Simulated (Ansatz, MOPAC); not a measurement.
Species: TlCl, net charge 0, singlet state. SMILES: [Cl][Tl]

Atoms: Tl1, Cl2. Bonds: Tl1-Cl2.

Bond lengths (Å) and angles (degrees) optimised at PM7 with MOPAC; MNDO with MOPAC; B3LYP/6-31G* with LANL2DZ past Ar with Ansatz (a program for electronic structure); MP2/6-31G* with LANL2DZ past Ar with Ansatz, each started from the B3LYP-D3(BJ)/def2-TZVP structure (Ansatz) of the last column. A row stands for all coordinates that are equal there. 6-31G* holds six Cartesian d functions.

| coordinate | PM7 | MNDO | B3LYP/6-31G* with LANL2DZ past Ar | MP2/6-31G* with LANL2DZ past Ar | B3LYP-D3(BJ)/def2-TZVP |
|---|---|---|---|---|---|
| Tl1-Cl2 | 2.347 | 2.652 | 2.648 | 2.601 | 2.532 |

Mean signed difference of all 1 bond lengths from B3LYP-D3(BJ)/def2-TZVP: PM7 -0.185 Å, MNDO 0.120 Å, B3LYP/6-31G* with LANL2DZ past Ar 0.116 Å, MP2/6-31G* with LANL2DZ past Ar 0.069 Å.
